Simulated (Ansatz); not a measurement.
`F[BH][GeH2][SH]` + `C=N` → `C=NBF` + `[SH][GeH3]` at 700 K and 1 bar (cleavage of the B–Ge bond).

Calculated with Ansatz (gas phase, PBE0-D4/def2-TZVP geometries, no zero-point term in ΔE). CCSD(T)/CBS is the MP2 limit (def2-TZVPP, def2-QZVPP) plus CCSD(T) − MP2 in def2-TZVPP, frozen cores. This one scheme is used for every species. For Ge outer-core shells are correlated without core-valence functions, which leaves a few kJ/mol of doubt a bond. Scalar relativity is left out up to krypton. One conformer a species, not always the lowest.

```csv
species,CCSD(T)/CBS energy (Eh),H − E (kJ/mol),S (J/(mol·K))
`F[BH][GeH2][SH]`,-2600.93372,175.7,457.9
`C=N`,-94.52360,135.6,268.6
`C=NBF`,-219.19469,171.5,365.2
`[SH][GeH3]`,-2476.30083,133.1,357.0
```

H − E and S are ideal-gas, rigid-rotor, harmonic terms from PBE0-D4/def2-TZVP, for one conformer and one mirror image of each species. 1 Eh = 2625.50 kJ/mol, R = 8.31446 J/(mol·K).

Question: By hand: ΔE, ΔH, ΔS and ΔG.

Answer: ΔE = (-219.19469) + (-2476.30083) − (-2600.93372) − (-94.52360) = -0.03820 Eh = -100.3 kJ/mol. Δ(H − E) = 171.5 + 133.1 − 175.7 − 135.6 = -6.7, so ΔH = -107.0 kJ/mol. ΔS = 365.2 + 357.0 − 457.9 − 268.6 = -4.3 J/(mol·K). ΔG = -107.0 − 700 × (-4.3)/1000 = -104.0 kJ/mol.

Question: By hand: the equilibrium constant, and the temperature at which ΔG would vanish if ΔH and ΔS stayed fixed.

Answer: log₁₀ K = −ΔG/(RT ln 10) = 7.8. ΔG = 0 at ΔH/ΔS = 24884 K, far beyond where these terms or the molecules hold.

The number of gas molecules stays the same, so ΔS is small and ΔH decides. A doubt of 5 kJ/mol in ΔE shifts log₁₀ K by 0.4 here. Other conformers and mirror images would add mixing entropy, several J/(mol·K) or more a flexible species. Modes under 60 cm⁻¹, often nearly free rotors, make the harmonic entropy too high. These are equilibria of isolated gas molecules and say nothing of rates. Largest T1 diagnostic: 0.014 (customary marks: 0.02 for closed shells, 0.045 for open ones).
